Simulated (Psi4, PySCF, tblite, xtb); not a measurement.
Approach curve of the dimer O2S ··· C3H6 (SMILES O=S=O and C1CC1). Monomers: optimised at B3LYP-D3(BJ) (def2-TZVP), held rigid. Orientation: a higher rigid-body minimum at GFN2-xTB. R is the distance of the centres of mass, along which the second monomer moves.

Geometry at R = 3.56 Å (first 3 atoms: monomer A):
```
12

O      1.2381     0.2470     0.0000
S      0.0012    -0.4877     0.0000
O     -1.2393     0.2407     0.0000
C      0.7604    -2.7359    -3.4788
C      1.0593    -2.5665    -2.0152
C      0.0385    -1.6860    -2.6808
H      1.5061    -2.4099    -4.1912
H      0.2055    -3.6118    -3.7865
H      0.7067    -3.3278    -1.3327
H      2.0073    -2.1259    -1.7374
H     -1.0047    -1.8517    -2.4485
H      0.2958    -0.6497    -2.8533
```

Levels: GFN2-xTB (tblite); RKS-B3LYP/LANL2DZ = restricted B3LYP/LANL2DZ, with its core potentials past Ne, no counterpoise correction in PySCF; GFN1-xTB (xtb); SAPT0/jun-cc-pVDZ, frozen core (Psi4).

Interaction energies in kcal/mol; the last columns give the difference from SAPT0:

```json
[
 {"R / Å": "2.92", "GFN2-xTB": "3.94", "RKS-B3LYP/LANL2DZ": "22.32", "GFN1-xTB": "-3.32", "SAPT0/jun-cc-pVDZ": "17.04", "GFN2-xTB − SAPT0/jun-cc-pVDZ": "-13.10", "RKS-B3LYP/LANL2DZ − SAPT0/jun-cc-pVDZ": "5.27", "GFN1-xTB − SAPT0/jun-cc-pVDZ": "-20.36"},
 {"R / Å": "3.12", "GFN2-xTB": "-2.22", "RKS-B3LYP/LANL2DZ": "8.92", "GFN1-xTB": "-5.47", "SAPT0/jun-cc-pVDZ": "7.73", "GFN2-xTB − SAPT0/jun-cc-pVDZ": "-9.96", "RKS-B3LYP/LANL2DZ − SAPT0/jun-cc-pVDZ": "1.19", "GFN1-xTB − SAPT0/jun-cc-pVDZ": "-13.20"},
 {"R / Å": "3.34", "GFN2-xTB": "-4.44", "RKS-B3LYP/LANL2DZ": "1.73", "GFN1-xTB": "-5.05", "SAPT0/jun-cc-pVDZ": "2.06", "GFN2-xTB − SAPT0/jun-cc-pVDZ": "-6.51", "RKS-B3LYP/LANL2DZ − SAPT0/jun-cc-pVDZ": "-0.34", "GFN1-xTB − SAPT0/jun-cc-pVDZ": "-7.11"},
 {"R / Å": "3.56", "GFN2-xTB": "-4.56", "RKS-B3LYP/LANL2DZ": "-1.23", "GFN1-xTB": "-3.80", "SAPT0/jun-cc-pVDZ": "-0.65", "GFN2-xTB − SAPT0/jun-cc-pVDZ": "-3.91", "RKS-B3LYP/LANL2DZ − SAPT0/jun-cc-pVDZ": "-0.58", "GFN1-xTB − SAPT0/jun-cc-pVDZ": "-3.14"},
 {"R / Å": "3.78", "GFN2-xTB": "-3.94", "RKS-B3LYP/LANL2DZ": "-2.12", "GFN1-xTB": "-2.61", "SAPT0/jun-cc-pVDZ": "-1.72", "GFN2-xTB − SAPT0/jun-cc-pVDZ": "-2.22", "RKS-B3LYP/LANL2DZ − SAPT0/jun-cc-pVDZ": "-0.40", "GFN1-xTB − SAPT0/jun-cc-pVDZ": "-0.89"},
 {"R / Å": "3.96", "GFN2-xTB": "-3.32", "RKS-B3LYP/LANL2DZ": "-2.13", "GFN1-xTB": "-1.89", "SAPT0/jun-cc-pVDZ": "-1.95", "GFN2-xTB − SAPT0/jun-cc-pVDZ": "-1.37", "RKS-B3LYP/LANL2DZ − SAPT0/jun-cc-pVDZ": "-0.18", "GFN1-xTB − SAPT0/jun-cc-pVDZ": "0.06"},
 {"R / Å": "4.23", "GFN2-xTB": "-2.54", "RKS-B3LYP/LANL2DZ": "-1.72", "GFN1-xTB": "-1.21", "SAPT0/jun-cc-pVDZ": "-1.81", "GFN2-xTB − SAPT0/jun-cc-pVDZ": "-0.74", "RKS-B3LYP/LANL2DZ − SAPT0/jun-cc-pVDZ": "0.09", "GFN1-xTB − SAPT0/jun-cc-pVDZ": "0.60"},
 {"R / Å": "4.57", "GFN2-xTB": "-1.85", "RKS-B3LYP/LANL2DZ": "-1.13", "GFN1-xTB": "-0.78", "SAPT0/jun-cc-pVDZ": "-1.39", "GFN2-xTB − SAPT0/jun-cc-pVDZ": "-0.47", "RKS-B3LYP/LANL2DZ − SAPT0/jun-cc-pVDZ": "0.26", "GFN1-xTB − SAPT0/jun-cc-pVDZ": "0.61"},
 {"R / Å": "5.08", "GFN2-xTB": "-1.17", "RKS-B3LYP/LANL2DZ": "-0.58", "GFN1-xTB": "-0.48", "SAPT0/jun-cc-pVDZ": "-0.84", "GFN2-xTB − SAPT0/jun-cc-pVDZ": "-0.33", "RKS-B3LYP/LANL2DZ − SAPT0/jun-cc-pVDZ": "0.26", "GFN1-xTB − SAPT0/jun-cc-pVDZ": "0.37"},
 {"R / Å": "5.77", "GFN2-xTB": "-0.63", "RKS-B3LYP/LANL2DZ": "-0.29", "GFN1-xTB": "-0.25", "SAPT0/jun-cc-pVDZ": "-0.43", "GFN2-xTB − SAPT0/jun-cc-pVDZ": "-0.20", "RKS-B3LYP/LANL2DZ − SAPT0/jun-cc-pVDZ": "0.14", "GFN1-xTB − SAPT0/jun-cc-pVDZ": "0.18"},
 {"R / Å": "6.74", "GFN2-xTB": "-0.28", "RKS-B3LYP/LANL2DZ": "-0.14", "GFN1-xTB": "-0.10", "SAPT0/jun-cc-pVDZ": "-0.19", "GFN2-xTB − SAPT0/jun-cc-pVDZ": "-0.09", "RKS-B3LYP/LANL2DZ − SAPT0/jun-cc-pVDZ": "0.05", "GFN1-xTB − SAPT0/jun-cc-pVDZ": "0.09"},
 {"R / Å": "8.07", "GFN2-xTB": "-0.11", "RKS-B3LYP/LANL2DZ": "-0.06", "GFN1-xTB": "-0.03", "SAPT0/jun-cc-pVDZ": "-0.07", "GFN2-xTB − SAPT0/jun-cc-pVDZ": "-0.03", "RKS-B3LYP/LANL2DZ − SAPT0/jun-cc-pVDZ": "0.01", "GFN1-xTB − SAPT0/jun-cc-pVDZ": "0.05"}
]
```

GFN2-xTB is furthest from SAPT0/jun-cc-pVDZ at 2.92 (-13.10 kcal/mol, below); its mean absolute difference over the points is 3.24 kcal/mol.

RKS-B3LYP/LANL2DZ is furthest from SAPT0/jun-cc-pVDZ at 2.92 (5.27 kcal/mol, above); its mean absolute difference over the points is 0.73 kcal/mol.

GFN1-xTB is furthest from SAPT0/jun-cc-pVDZ at 2.92 (-20.36 kcal/mol, below); its mean absolute difference over the points is 3.89 kcal/mol.
